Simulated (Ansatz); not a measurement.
Born–Oppenheimer molecular dynamics of C3H9AlOS (15 atoms, charge 0, multiplicity 1). It starts from a relaxed structure.

The calculation used RKS PBE-D4/STO-3G in Ansatz 0.2.0.

```
ensemble        : NVT, Nosé–Hoover chain
time step       : 0.5 fs
steps asked     : 234
set temperature : 1000 K
thermostat      : time constant 20 fs, chain length 1
seed            : 572839
```

First frame:

```xyz
15
Properties=species:S:1:pos:R:3
C -0.857 -1.133 0.774
C 0.130 -0.250 -0.102
C 1.547 -0.939 -0.171
S 0.263 1.465 0.992
O -0.339 0.179 -1.338
Al -1.177 1.706 -0.825
H -0.423 -1.346 1.768
H -1.031 -2.091 0.249
H -1.831 -0.624 0.903
H 2.260 -0.306 -0.733
H 1.449 -1.905 -0.701
H 1.947 -1.130 0.842
H 1.373 1.894 0.310
H -2.573 1.541 -0.271
H -0.761 2.888 -1.668
```

**Question.** How far do the bonds stretch over the last three quarters of this one trajectory? (Pairs bonded in most of those frames.)

**Answer.** 
```tsv
bond	mean (Å)	spread (Å)	shortest	longest
C1–C2	1.607	0.082	1.48	1.80
C1–H7	1.128	0.088	0.98	1.28
C1–H8	1.110	0.026	1.06	1.16
C1–H9	1.130	0.087	0.98	1.29
C2–C3	1.610	0.076	1.47	1.73
C2–O5	1.390	0.066	1.26	1.49
C3–H10	1.114	0.041	1.05	1.18
C3–H11	1.111	0.022	1.07	1.15
C3–H12	1.111	0.036	1.05	1.18
S4–Al6	2.374	0.154	2.15	2.60
S4–H13	1.398	0.087	1.25	1.55
O5–Al6	1.902	0.151	1.66	2.16
Al6–H14	1.560	0.136	1.32	1.82
Al6–H15	1.529	0.053	1.44	1.64
```

Mean temperature of the second half: 1338 K. The conserved energy stayed within 2.4 meV per atom of its start (net change 0.65 meV per atom), so the integration is sound. The mean temperature of the second half is 34 % above the set value. A run of 0.12 ps of so small a system gives no equilibrium averages. The orbitals stay closed-shell, which can raise the energy where a bond breaks towards radicals; this wasn't checked here. Limits of this set-up: minimal basis.

The run took 9.8 min on 1 thread of Arm Neoverse V2 (shared host), peak memory 0.085 GiB.
